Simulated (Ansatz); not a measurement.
Basis-set extrapolation for CH3BClN, SMILES `B/N=C\Cl` (PBE0-D4/def2-TZVP geometry, frozen core, the Gaussian-basis code of Ansatz). Multiplicity 1, RHF reference.

```tsv
	def2-TZVPP	def2-QZVPP
HF	-578.301927	-578.320138
MP2 correlation	-0.647521	-0.697424
CCSD(T) correlation	-0.713400	not run
```

Energies in hartree. Use E(X) = E(∞) + A·exp(−7.88·√X) for Hartree–Fock and E(X) = E(∞) + B·X^(−2.97) for correlation, with X = 3 and 4, and add CCSD(T) minus MP2 of the smaller set to the MP2 limit.

Task: What is the CCSD(T) energy at the basis-set limit?

Result: HF limit: -578.320138 + (-0.018211) × 0.13774 = -578.32265. MP2 limit: -0.697424 + (-0.049903) × 0.74074 = -0.73439. Higher-order term: -0.713400 − (-0.647521) = -0.06588. Total: -579.12292 hartree, 67.5 kcal/mol below CCSD(T)/def2-TZVPP.
